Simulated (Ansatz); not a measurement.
Na₄O₂, relaxed as a singlet with RKS r2SCAN-D4/def2-SVP in Ansatz, starting from the GFN1-xTB geometry. Force threshold 0.02 eV/Å.

The structure holds one bond between oxygen atoms, so isomers without such links may lie far lower. The restricted singlet is unstable towards broken spin symmetry in Hartree–Fock (as tested in another run); at r2SCAN-D4/def2-SVP this wasn't settled. Another isomer (singlet) lies 1.07 eV lower at PBE0-D4/def2-TZVP; other spin states weren't run for this one.

Start:

```xyz
6

Na    0.0023   -2.7899    0.0014
Na   -0.7449    0.7544   -1.0115
Na    0.3358    3.5103    0.4943
Na    0.9887    0.6488    1.3580
O    -0.7050   -1.3010   -1.0072
O     0.1231   -0.8227    0.1651
```

| step | energy (eV) | largest force component (eV/Å) | SCF passes |
| --- | --- | --- | --- |
| 1 | -21743.4544 | 1.591 | 49 |
| 2 | -21743.5913 | 0.927 | 28 |
| 3 | -21743.7121 | 0.109 | 32 |
| 4 | -21743.7161 | 0.050 | 34 |
| 5 | -21743.7193 | 0.021 | 32 |
| 6 | -21743.7206 | 0.032 | 29 |
| 7 | -21743.7215 | 0.181 | 33 |
| 8 | -21743.7450 | 0.066 | 34 |
| 9 | -21743.7666 | 0.316 | 34 |
| 10 | -21743.8073 | 0.706 | 35 |
| 11 | -21743.9399 | 0.858 | 35 |
| 12 | -21744.1264 | 0.622 | 35 |
| 13 | -21744.1428 | 0.407 | 34 |
| 14 | -21744.1749 | 0.181 | 33 |
| 15 | -21744.1906 | 0.058 | 32 |
| 16 | -21744.1942 | 0.047 | 29 |
| 17 (rejected) | -21744.1932 | 0.099 | 30 |
| 18 | -21744.1949 | 0.015 | 30 |

Force components are those of the run's own axes.

End:

```xyz
6

Na   -0.2550   -2.8853   -0.2649
Na   -1.1722    0.6620   -0.7629
Na    0.3254    3.8080    0.3630
Na    1.2636    0.2999    0.8440
O     0.3530   -0.9219   -0.7439
O    -0.5148   -0.9627    0.5646
```

Bonds formed: Na4–O5 (atoms count from 1).

No frequencies were taken in this run, so the end may be a saddle point.

Hardware: 2 threads of Arm Neoverse V1 on a shared host. Wall time 1.8 min.
